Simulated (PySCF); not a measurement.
# Spinor energies of Tc⁺ (technetium, charge +1)

Start: [Kr] 4d4 5s1 6s1; 4d5/2 filled at m_j = -1/2, +1/2, +3/2, +5/2; 5s1/2 filled at m_j = +1/2; 6s1/2 filled at m_j = +1/2. Calculated with PySCF 2.14 in x2c-SVPall-2c with one added diffuse shell each of s, p, d type (7s9p7d1f, 76 functions): generalised Hartree-Fock with the X2C-1e Hamiltonian and a Gaussian nucleus; one run each with spin-orbit coupling (SO) switched off, then screened by Boettger's factors. This is a chosen level, not necessarily the ground level.

```csv
spinor shell,electrons,"ε, spin-free (eV)","ε, screened SO (eV)",weight of nominal j (screened SO),"rms radius, screened SO (bohr)"
1s1/2,2,-21172.2,-21171.1,1.000,0.0394
2s1/2,2,-3111.8,-3111.5,1.000,0.162
2p1/2,2,-2780.8,-2862.6,1.000,0.141
2p3/2,4,-2780.8,-2742.5,1.000,0.145
3s1/2,2,-589.49,-589.44,1.000,0.441
3p1/2,2,-477.65,-491.87,1.000,0.439
3p3/2,4,-477.65,-471.00,1.000,0.450
3d3/2,4,-296.76,-299.14,0.969,0.434
3d5/2,6,-296.76,-295.15,0.979,0.437
4s1/2,2,-106.31,-106.31,1.000,1.13
4p1/2,2,-72.288,-76.747,0.689,1.24
4p3/2,4,-72.288,-70.149,0.845,1.25
4d5/2,4,-29.560,-29.533,0.667,1.67
5s1/2,1,-18.788,-18.790,1.000,3.18
6s1/2,1,-6.240,-6.240,0.999,7.16
```

```csv
quantity,spin-free,screened SO
E (hartree),-4281.67334,-4282.19842
M_J,5,5
⟨J²⟩,30.012,30.013
⟨L²⟩,6.011,6.062
⟨S²⟩,12.001,11.970
```

Each row is a mean over spinors that exchange with the open shell spreads, by up to 9.868 eV (4p3/2).

Rows whose weight is well below 1 are mixtures of j = l ± 1/2: exchange outweighs spin-orbit coupling there, and the label is only the starting occupation.

Breit and QED terms are absent; they matter most for the inner s and p1/2 levels.

Densities and radii are taken from the X2C orbitals without a picture-change correction, which distorts them close to the nucleus.

Without spin-orbit coupling the j labels of p, d and f shells carry no meaning; the spin-free column gives the mean over the occupied spinors of each nl shell.
